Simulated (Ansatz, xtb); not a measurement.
# Ranking isomers of C3H8B2OSi

3 gas-phase structures of C3H8B2OSi, from a drawn sample of its isomers (lower ones may exist). Each was relaxed with GFN2-xTB; where two conformers were screened, the lower at r2SCAN-D4/def2-SVP//GFN2-xTB is listed:

A. a singlet given by its coordinates
B. a singlet given by its coordinates
C. `B[C@H](BO[SiH3])C#C`, a singlet

A (Å):

```yaml
atoms:
  - { symbol: C, position_ang: [-0.4201, -2.7200, 0.1242] }
  - { symbol: C, position_ang: [-0.0440, -0.3211, 1.2940] }
  - { symbol: C, position_ang: [0.6782, 0.3912, 1.9569] }
  - { symbol: B, position_ang: [-3.2577, -0.4251, -0.3891] }
  - { symbol: B, position_ang: [-0.9415, -1.2456, 0.4651] }
  - { symbol: O, position_ang: [-2.1039, -0.8255, 0.0393] }
  - { symbol: Si, position_ang: [1.7877, 1.4692, 2.9664] }
  - { symbol: H, position_ang: [-4.2173, -0.5897, 0.2801] }
  - { symbol: H, position_ang: [-3.3378, 0.1011, -1.4438] }
  - { symbol: H, position_ang: [-0.0568, -3.2272, 1.0150] }
  - { symbol: H, position_ang: [0.4168, -2.6737, -0.5704] }
  - { symbol: H, position_ang: [-1.1942, -3.3354, -0.3279] }
  - { symbol: H, position_ang: [0.9763, 2.5073, 3.6091] }
  - { symbol: H, position_ang: [2.4496, 0.6380, 3.9764] }
  - { symbol: H, position_ang: [2.7771, 2.0729, 2.0690] }
```

Close contacts (Å): C1–B5 1.60, C2–C3 1.21, C2–B5 1.53, C3–Si7 1.85, B4–O6 1.29, B5–O6 1.31, C1–H10 1.09, C1–H11 1.09, C1–H12 1.09, B4–H8 1.18, B4–H9 1.18, Si7–H13 1.47, Si7–H14 1.47, Si7–H15 1.47.

B (Å):

```
atom    x (Å)    y (Å)    z (Å)
   C  -0.8664  -0.1129   0.7241
   C  -0.3771  -0.6573  -0.2356
   C   0.2053  -1.2915  -1.3915
   B  -2.7741   2.8042   1.6615
   B  -1.4845   0.5651   1.9394
   O  -2.1372   1.6895   1.8122
  Si   0.1446  -0.1468  -2.9228
   H  -2.1930   3.8286   1.7604
   H  -3.9349   2.7885   1.4396
   H  -1.3798   0.0757   3.0118
   H   1.2380  -1.5668  -1.1616
   H  -0.3375  -2.2188  -1.5932
   H  -1.2493   0.1746  -3.2278
   H   0.7520  -0.8750  -4.0406
   H   0.9026   1.0722  -2.6427
```

Close contacts (Å): C1–C2 1.21, C1–B5 1.52, C2–C3 1.44, C3–Si7 1.91, B4–O6 1.29, B5–O6 1.31, C3–H11 1.09, C3–H12 1.09, B4–H8 1.18, B4–H9 1.18, B5–H10 1.18, Si7–H13 1.46, Si7–H14 1.47, Si7–H15 1.46.

Question: Make a reasoned guess at their ranking by r2SCAN-D4/def2-SVP//GFN2-xTB single-point energy.

Answer: Calculated order at r2SCAN-D4/def2-SVP//GFN2-xTB: A (0.000), B (0.633), C (1.565) eV.

Energies above the lowest of each column, in eV; the last columns are at r2SCAN-D4/def2-SVP geometries and were run for some of them only (a dash: not run or not comparable):

```
structure  GFN2-xTB  HF/STO-3G  r2SCAN-D4/def2-SVP//GFN2-xTB  r2SCAN-D4/def2-SVP  CCSD(T)/def2-SVP + ΔMP2/def2-TZVPP
        A     0.139      0.000                         0.000               0.000                               0.000
        B     0.000      0.652                         0.633               0.599                               0.670
        C     0.252      2.412                         1.565                   –                                   –
```

CCSD(T)/def2-SVP + ΔMP2/def2-TZVPP puts A lowest of those it was run on; GFN2-xTB picks B. Some further structures that were screened fall inside this span and aren't listed. Flexible structures stand in one conformer each, not always the lowest. A keeps a small imaginary mode. Frequencies (GFN2-xTB) were run for A, B alone. ΔMP2 is the change of the MP2 energy from the smaller to the larger basis.

Programs: Ansatz 0.2.0, xtb 6.7.1.
